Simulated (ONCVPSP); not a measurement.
# An odd input for ONCVPSP 4.0.1 (B)

Command:

```bash
oncvpsp.x < B.dat > B.out
```

Input:

```
# ATOM AND REFERENCE CONFIGURATION
# atsym  z   nc   nv     iexc    psfile
  B 5.00    1    2  -001012      upf
#
#   n    l    f
    1    0    2.00
    2    0    2.00
    2    1    1.00
#
# PSEUDOPOTENTIAL AND OPTIMIZATION
# lmax
    1
#
#   l,   rc,      ep,       ncon, nbas, qcut
    0    1.35    0.00    4    9    4.20
    1    3.80    0.00    4    8    3.80
#
# LOCAL POTENTIAL
# lloc, lpopt,  rc(5),   dvloc0
    1    5    1.35    0.00
#
# VANDERBILT-KLEINMAN-BYLANDER PROJECTORs
# l, nproj, debl
    0    0    0.50
    1    2    1.20
#
# MODEL CORE CHARGE
# icmod, fcfact, rcfact
    3    3.00    1.35
#
# LOG DERIVATIVE ANALYSIS
# epsh1, epsh2, depsh
   -2.00    5.00    0.02
#
# OUTPUT GRID
# rlmax, drl
    6.00    0.01
#
# TEST CONFIGURATIONS
# ncnf
    4
# nvcnf
#   n    l    f
    2
    2    0    2.00
    2    1    0.00
#
    2
    2    0    1.00
    2    1    0.00
#
    2
    2    0    2.00
    2    1    0.50
#
    2
    2    0    0.00
    2    1    3.00
#
```

This is an input that runs to its end, with one change: lloc set to 1.

Q: How does the run end?

A: The program refuses the input: "test_data: rc < rc(lloc) for l = 0. Not allowed.".

```
ONCVPSP  (Optimized Norm-Conservinng Vanderbilt PSeudopotential)
scalar-relativistic version 4.0.1

test_data: rc < rc(lloc) for l = 0.  Not allowed.
test_data: must have nproj in [1,5] (0 OK lloc=4 or   0)
ERROR: test_data found   2 ERROR; stopping
```
